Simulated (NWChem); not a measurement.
C2H3B; SMILES BC#C

```xyz
6

B     -0.0045    -1.3955     0.0116
C     -0.0031     0.1130     0.0101
C     -0.0018     1.3340     0.0096
H     -0.0008     2.4100     0.0090
H      1.0402    -1.9998     0.0129
H     -1.0503    -1.9980     0.0110
```
Atoms are numbered in this order, from 1.

Results from NWChem. Pople sets run with spherical d functions. The geometry was optimised at PBE0/def2-SVP. GIAO values for the isolated, static molecule; σ is the absolute isotropic shielding, δ = σ(reference) − σ with the isolated reference molecule computed at the same levels (11B: boron trifluoride, 13C: tetramethylsilane, 1H: tetramethylsilane).

For level PBE0/pcSseg-1:

```
Property    Value
----------  -----
δ B1 (ppm)   58.6
δ C2 (ppm)   98.9
δ C3 (ppm)  148.9
δ H5 (ppm)   6.82
```

**Question.** Estimate the same quantities for level Hartree-Fock/6-31G*.

**Answer.** 
- δ B1 (ppm): 53.9
- δ C2 (ppm): 68.9
- δ C3 (ppm): 138.1
- δ H5 (ppm): 6.56
